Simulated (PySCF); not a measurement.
**A ladder of Hamiltonians for Zn²⁸⁺ (zinc, charge +28)**

Occupied: 1s1/2. Hartree-Fock calculated with PySCF 2.14 in an uncontracted even-tempered set (19 s from 3.1 bohr⁻², ratio 2.3; 13 p from 3.7 bohr⁻², ratio 2.3), Gaussian nucleus throughout. NR is non-relativistic, sf-X2C the spin-free one-electron X2C Hamiltonian, X2C adds the bare one-electron spin-orbit term, X2C-SNSO screens it by Boettger's factors, DC is four-component Dirac-Coulomb, and the Gaunt and Breit terms are added at first order (total energies over the DC spinors, levels after relaxing the spinors in that mean field). QED terms are absent. Levels marked empty are virtual spinors of this ion.

```json
{"Hamiltonian": "NR", "E (hartree)": "-881.3550", "E − E(DC) (hartree)": "10.7107", "CPU seconds": "0.41"}
{"Hamiltonian": "sf-X2C", "E (hartree)": "-891.8921", "E − E(DC) (hartree)": "0.1736", "CPU seconds": "0.24"}
{"Hamiltonian": "X2C", "E (hartree)": "-891.8921", "E − E(DC) (hartree)": "0.1736", "CPU seconds": "0.24"}
{"Hamiltonian": "X2C-SNSO", "E (hartree)": "-891.8921", "E − E(DC) (hartree)": "0.1736", "CPU seconds": "0.24"}
{"Hamiltonian": "DC", "E (hartree)": "-892.0657", "E − E(DC) (hartree)": "0.0000", "CPU seconds": "4.5"}
{"Hamiltonian": "DC+Gaunt", "E (hartree)": "-891.7125", "E − E(DC) (hartree)": "0.3532", "CPU seconds": "7.9"}
{"Hamiltonian": "DC+Breit", "E (hartree)": "-891.7125", "E − E(DC) (hartree)": "0.3532", "CPU seconds": "69"}
```

Task: Give the 2p spin-orbit interval with each Hamiltonian that has one.

Result: X2C 32.27; X2C-SNSO 31.18; DC 30.51; DC+Gaunt 29.56; DC+Breit 29.56 (eV).

```json
{"level (eV)": "1s1/2", "NR": "-11739.4", "sf-X2C": "-11875.9", "X2C": "-11875.9", "X2C-SNSO": "-11875.9", "DC": "-11880.6", "DC+Gaunt": "-11871.1", "DC+Breit": "-11871.1"}
{"level (eV)": "2s1/2 (empty)", "NR": "-2743.2", "sf-X2C": "-2783.0", "X2C": "-2783.0", "X2C-SNSO": "-2783.0", "DC": "-2783.5", "DC+Gaunt": "-2782.5", "DC+Breit": "-2782.6"}
{"level (eV)": "2p1/2 (empty)", "NR": "-2688.6", "sf-X2C": "-2705.2", "X2C": "-2727.0", "X2C-SNSO": "-2726.2", "DC": "-2725.9", "DC+Gaunt": "-2723.9", "DC+Breit": "-2724.2"}
{"level (eV)": "2p3/2 (empty)", "NR": "-2688.6", "sf-X2C": "-2705.2", "X2C": "-2694.7", "X2C-SNSO": "-2695.0", "DC": "-2695.4", "DC+Gaunt": "-2694.3", "DC+Breit": "-2694.6"}
{"level (eV)": "3s1/2 (empty)", "NR": "-1206.4", "sf-X2C": "-1220.3", "X2C": "-1220.3", "X2C-SNSO": "-1220.3", "DC": "-1220.4", "DC+Gaunt": "-1220.1", "DC+Breit": "-1220.2"}
```

Weight of the small component: 1s1/2 0.0119, 2s1/2 0.00274, 2p1/2 0.00271, 2p3/2 0.00268, 3s1/2 0.00120.

Koopmans' value for the highest occupied level at DC+Breit: 11871.1 eV, against an ionisation energy of 11864.9 eV (theoretical estimate listed by NIST; NIST Atomic Spectra Database, ionization energies); the former lacks relaxation, correlation, QED and recoil.

The whole ladder took 84 s of wall time on 1 thread of Neoverse-N1 (shared host), launched as `OMP_NUM_THREADS=1 python relrun2.py TASK.json OUT` (a driver that calls PySCF for each Hamiltonian).
